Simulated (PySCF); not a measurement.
Br³⁺ (bromine, charge +3): UHF calculation

Configuration: [Ar] 3d10 4s2 4p2, high-spin 3P determinant. Calculation: PySCF 2.14, in aug-cc-pVQZ-PP with ECP10MDF (7s6p5d3f2g, 89 functions); a scalar-relativistic core potential.

```
Total energy                                                  : -413.083508 hartree
One-electron energy                                           : -696.0956 hartree
Hartree (Coulomb) energy                                      : 311.8757 hartree
Exchange energy                                               : -28.8636 hartree
⟨S²⟩                                                          : 2.0069
⟨L²⟩                                                          : 2.020
Sum of ⟨r⟩                                                    : 16.99 bohr
Sum of ⟨r²⟩                                                   : 19.71 bohr²
Traceless quadrupole moment −½Σ⟨3z² − r²⟩ along its main axis : 1.44 e·bohr²
```

| shell | electrons | mean orbital energy (eV) | spread (eV) | rms radius, mean of both spins (bohr) |
| --- | --- | --- | --- | --- |
| 3s α | 1 | -306.97 | 0 | 0.589 |
| 3s β | 1 | -306.28 | 0 | 0.589 |
| 3p α | 3 | -245.56 | 0.042 | 0.609 |
| 3p β | 3 | -244.78 | 0.939 | 0.609 |
| 3d α | 5 | -124.43 | 0.421 | 0.640 |
| 3d β | 5 | -123.94 | 0.879 | 0.640 |
| 4s α | 1 | -63.373 | 0 | 1.67 |
| 4s β | 1 | -56.671 | 0 | 1.67 |
| 4p α | 2 | -46.635 | 0 | 1.89 |

Energies and moments cover only the electrons outside the core potential.
